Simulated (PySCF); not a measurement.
The scaffold acetyl-X carries different groups X. All species are isolated molecules in the gas phase. One relaxed conformer stands for each flexible species; it need not be the lowest. Strings in code marks are SMILES.

Calculation: PBE-D3(BJ)/def2-TZVP // B3LYP-D3(BJ)/def2-TZVP in PySCF. All candidates: neutral, multiplicity 1. Excitations are Tamm–Dancoff values on a coarser integration grid. The basis has no diffuse functions, so Rydberg states are missing or too high.

```json
{
  "HOMO–LUMO gap": "4.47 eV",
  "HOMO": "-6.23 eV",
  "S1 excitation (TDA)": "4.69 eV"
}
```

Q: Say which member has these values.
A) `CC(=O)S` (O–C–S–H torsion 0°)
B) `C#CC(C)=O`
C) `CC(=O)O[SiH3]` (O–C–O–Si torsion 0°)
D) `BC(C)=O`

A: A, `CC(=O)S` (O–C–S–H torsion 0°). The others give `CC(=O)O[SiH3]` (O–C–O–Si torsion 0°): 5.36 eV, -6.58 eV, 5.57 eV; `C#CC(C)=O`: 3.42 eV, -6.18 eV, 3.65 eV; `BC(C)=O`: 4.02 eV, -6.21 eV, 4.28 eV
